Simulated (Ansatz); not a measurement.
H5O4Si, SMILES [Si](O)(O)(O)[OH2+], charge +1.

Coordinates come from a PBE0-D3(BJ)/def2-SVP optimisation. The isomer is the one that the SMILES or the coordinates give; other isomers of the formula were not compared. One conformer was computed; it need not be the lowest.

Two levels are set side by side: PBE/def2-SVPD (Ansatz, a first-principles code) and PBE0/def2-SVPD (Ansatz). Energy differences of separate SCF runs at the same geometry; the states with an electron removed or added have multiplicity 2 and 2. Differences are taken from unrounded values.

```json
[
 {"quantity": "vertical ionisation energy (eV)", "PBE0": "17.10", "PBE": "16.43", "PBE minus PBE0": "-0.67"},
 {"quantity": "vertical electron affinity (eV)", "PBE0": "3.90", "PBE": "4.17", "PBE minus PBE0": "0.27"},
 {"quantity": "vertical singlet–triplet gap (eV)", "PBE0": "8.02", "PBE": "7.05", "PBE minus PBE0": "-0.96"}
]
```
